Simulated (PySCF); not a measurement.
**Working out the ionisation energy of I²⁺**

I²⁺ [Kr] 4d10 5s2 5p3 (4S) → I³⁺ [Kr] 4d10 5s2 5p2 (3P). All numbers are calculated (PySCF 2.14, a scalar-relativistic core potential, in def2-QZVPPD with the def2 core potential (28 electrons) (8s7p5d4f1g, 91 functions)). Frozen: nothing. Energies in hartree (1 hartree = 27.21139 eV):

```tsv
part	I²⁺ (lower)	I³⁺ (upper)
UHF	-295.658984	-294.560847
MP2 opposite-spin	-0.472444	-0.459891
MP2 same-spin	-0.264214	-0.249383
```

Problem. What does Hartree-Fock give?

Solution. (-294.560847) − (-295.658984) = 1.098137 hartree = 29.882 eV.

Problem. What do MP2 and SCS-MP2 (6/5 opposite-spin, 1/3 same-spin) give?

Solution. The opposite-spin parts differ by 0.342 eV and the same-spin parts by 0.404 eV. MP2: 29.882 + (0.342) + (0.404) = 30.628 eV. SCS-MP2: 29.882 + 1.2 × (0.342) + (0.404)/3 = 30.427 eV.

Reference: 29.57 ± 0.025 eV (measured; NIST Atomic Spectra Database, ionization energies), between the lowest levels; spin-orbit coupling is absent from the calculation.

What remains against the reference includes basis incompleteness and correlation beyond second order.
